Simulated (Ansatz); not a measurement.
Job for Ansatz (a quantum-chemistry and plane-wave program): R-wB97X-V/def2-TZVPPD on C4H8O (a complex), monomers drawn apart or pushed together. Files ending in .json are basis or fitting sets from the Basis Set Exchange.

Ansatz 0.2 input:
```yaml
crystal:
  periodic: [false, false, false]
  atoms:
    - {symbol: O, position_ang: [0.01108668, -0.48708049, -0.14963057]}
    - {symbol: H, position_ang: [-0.72461800, -0.57597182, 0.46702976]}
    - {symbol: H, position_ang: [0.73591533, -0.17960363, 0.40665172]}
    - {symbol: C, position_ang: [-1.70465956, -0.46387183, 4.18083303]}
    - {symbol: C, position_ang: [-0.74277526, 0.45235201, 4.05072908]}
    - {symbol: C, position_ang: [0.67765345, 0.15526872, 4.12132513]}
    - {symbol: C, position_ang: [1.64013273, 1.06034183, 3.93138541]}
    - {symbol: H, position_ang: [-1.46899038, -1.50603795, 4.36282141]}
    - {symbol: H, position_ang: [-2.75176451, -0.20077901, 4.11706061]}
    - {symbol: H, position_ang: [-1.01105434, 1.48898345, 3.86762805]}
    - {symbol: H, position_ang: [0.94567698, -0.87645797, 4.33062588]}
    - {symbol: H, position_ang: [2.68733171, 0.79610473, 3.98850929]}
    - {symbol: H, position_ang: [1.40469296, 2.09696947, 3.71985860]}
basis:
  gaussian:
    orbitals: def2-TZVPPD.json
hamiltonian:
  xc: {name: wB97X-V}
scf: {lower_state_search: off}
```

It printed:

```
WARN ansatz: RAYON_NUM_THREADS=1 ignored (pool sized by the plan → 1); use --threads N
Functional definition: wB97X-V
these checks for a lower state are left out or cut short: stability, starts, cluster_reference, orbital_swaps, neighbouring_geometries, increment
integrals: 0.32 GiB planned
1352 factors; their error is unknown
integrals: 0.36 GiB planned
448 factors; integrals over basis functions are off by at most 2.8e-5 eV
mean field: 2.01 GiB planned
mean field evaluation 1: about -6318.4300 eV, gradient 5.8e1 eV
mean field evaluation 2: about -6320.2442 eV, gradient 5.3e1 eV
mean field evaluation 4: about -6324.9468 eV, gradient 1.5e0 eV
mean field evaluation 8: about -6324.9658 eV, gradient 7.8e-2 eV
mean field evaluation 16: about -6324.9454 eV, gradient 3.9e-5 eV
mean field -6324.94536934 eV, -232.4374551214 hartree, gradient 2.6e-6 eV, S^2 0.000000; 0 other end points of the search recorded, 0 dependent functions left out
reference -6324.94536638 eV, -232.4374550125 hartree; 20, 20 occupied and 304, 304 virtual orbitals, 1352 factors
Total energy: -6324.94536638 eV, -232.4374550125 hartree
Checks for a lower state left out: stability, starts, cluster_reference, orbital_swaps, neighbouring_geometries, increment
```

The calculation finished and met its thresholds.

Cost: about 18 core-seconds (a rough figure).
